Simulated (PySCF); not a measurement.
C2H5N, SMILES C=NC. Atoms are numbered in the order given.

```xyz
8

C      0.1335     1.1380     0.0000
N     -0.5319    -0.1378     0.0000
C      0.1804    -1.1734     0.0000
H     -0.1866     1.7067    -0.8771
H     -0.1866     1.7067     0.8771
H      1.2310     1.0642     0.0000
H      1.2800    -1.1487     0.0000
H     -0.2986    -2.1520     0.0000
```
Charge 0, spin multiplicity 1.

Coordinates come from a PBE0-D3(BJ)/def2-TZVP optimisation.

These are PBE/pcJ-1 (PySCF) values and carry that method's errors.

Isotropic couplings with Fermi-contact, spin-dipole and both spin-orbit terms, one fixed conformer, no vibrational averaging. Isotopes: 13C, 14N, 1H.

Computed spin–spin coupling constants:
```csv
pair,bonds apart,J (Hz)
C1–N2,1,-5.1
C1–H4,1,129.9
C1–H5,1,129.9
C1–H6,1,119.7
N2–C3,1,1.7
C3–H7,1,143.7
C3–H8,1,172.8
C1–C3,2,-4.1
N2–H4,2,0.5
N2–H5,2,0.5
N2–H6,2,-0.3
N2–H7,2,-2.5
N2–H8,2,8.2
H4–H5,2,-18.2
H4–H6,2,-9.3
H5–H6,2,-9.3
H7–H8,2,17.7
C1–H7,3,16.4
C1–H8,3,20.7
C3–H4,3,8.0
C3–H5,3,8.0
C3–H6,3,13.3
H4–H7,4,-3.0
H4–H8,4,-3.0
H5–H7,4,-3.0
H5–H8,4,-3.0
H6–H8,4,-1.2
```
